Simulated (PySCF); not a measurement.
A calculated (UHF, PySCF 2.14, def2-QZVPPD, no relativity, point nucleus) atom or ion has these occupied shells.

```json
{"shell": "1s α", "electrons": "1", "orbital energy (eV)": "-550.33", "rms radius, mean of both spins (bohr)": "0.231"}
{"shell": "1s β", "electrons": "1", "orbital energy (eV)": "-549.21", "rms radius, mean of both spins (bohr)": "0.231"}
{"shell": "2s α", "electrons": "1", "orbital energy (eV)": "-24.756", "rms radius, mean of both spins (bohr)": "1.32"}
{"shell": "2s β", "electrons": "1", "orbital energy (eV)": "-19.844", "rms radius, mean of both spins (bohr)": "1.32"}
{"shell": "2p α", "electrons": "3", "orbital energy (eV)": "-4.809", "rms radius, mean of both spins (bohr)": "1.77"}
{"shell": "2p β", "electrons": "2", "orbital energy (eV)": "-2.168", "rms radius, mean of both spins (bohr)": "1.77"}
```

Question: Name the element and its charge.

Answer: O⁻ (oxygen, charge -1), in [He] 2s2 2p5, 2P determinant.
